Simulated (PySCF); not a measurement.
A calculated (B97-3, PySCF 2.14, ANO-RCC-VTZP, scalar relativity by spin-free X2C-1e) atom or ion has these occupied shells.

```tsv
shell	electrons	orbital energy (eV)	rms radius, mean of both spins (bohr)
1s β	1	-73798.4	0.0200
1s α	1	-73798.4	0.0200
2s α	1	-12920.3	0.0810
2s β	1	-12920.0	0.0810
2p α	3	-11296.7	0.0738
2p β	3	-11296.4	0.0738
3s α	1	-3048.9	0.207
3s β	1	-3048.8	0.207
3p α	3	-2567.3	0.209
3p β	3	-2567.2	0.209
3d α	5	-2009.3	0.191
3d β	5	-2009.1	0.191
4s α	1	-676.52	0.459
4s β	1	-676.11	0.459
4p α	3	-516.91	0.489
4p β	3	-516.51	0.489
4d α	5	-313.10	0.526
4d β	5	-312.55	0.526
5s α	1	-128.00	1.07
5s β	1	-124.49	1.07
4f α	7	-88.089	0.615
4f β	7	-87.462	0.615
5p α	3	-86.731	1.23
5p β	3	-81.992	1.23
5d α	5	-38.151	1.71
```

(1) Name the element and its charge.

Results:

(1) Os³⁺ (osmium, charge +3), in [Xe] 4f14 5d5, high-spin 6S determinant.
